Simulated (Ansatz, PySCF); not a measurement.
Molecule: BO₂, net charge 0, doublet state. It need not be the lowest isomer of its formula. 
Geometry from a B3LYP-D3(BJ)/def2-TZVP (Ansatz, a first-principles code) optimisation:
```
B
O 1 1.2612
O 1 1.2612 2 180.00
```
Charge 0, spin multiplicity 2.

Total electronic energies in hartree. Correlated levels leave the core frozen unless marked. Open shells are spin-unrestricted. No spin-orbit coupling. Non-relativistic. CBS marks a two-point X^-3 extrapolation of the correlation energy; Hartree-Fock from the larger set.

The UHF reference is spin-contaminated (<S^2> 0.19 over the pure value in the largest basis). 

```
level                                program  energy (Eh)
----------------------------  --------------  -----------
HF/aug-cc-pVDZ                        Ansatz   -174.45236
HF/cc-pwCVTZ                          Ansatz   -174.49759
RI-HF/cc-pVTZ                         Ansatz   -174.49605
PBE/def2-TZVPD                        Ansatz            …
PW6B95/def2-TZVPD                      PySCF            …
LC-wPBE-D3(BJ)/def2-TZVPD     Ansatz + dftd3   -175.24622
MP2/6-31G                             Ansatz   -174.62196
SCS-MP2/aug-cc-pVDZ                   Ansatz   -174.84840
CCSD(T)/CBS(cc-pVTZ,cc-pVQZ)          Ansatz    -175.1229
```

Task: Some entries are withheld; supply them.

Result: 
- PBE/def2-TZVPD, energy (Eh): -175.18954
- PW6B95/def2-TZVPD, energy (Eh): -175.57595
